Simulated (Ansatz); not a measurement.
Q: Name a neutral molecule of C, O, Si and H with size of the dipole moment (PBE/def2-TZVPP) between 2.15 and 2.45 D and LUMO energy (PBE0/def2-TZVPP) between -1.50 and -1.20 eV (Ansatz, PBE0-D4/def2-TZVP geometry).

A: `CC(=O)[SiH2][SiH3]` (2.24 D, -1.31 eV); `CC(=O)[SiH3]` (2.33 D, -1.26 eV); `O=C1C[SiH]1O` (2.20 D, -1.50 eV). Other molecules can fit too; these were computed, each in one conformer that needn't be the lowest.
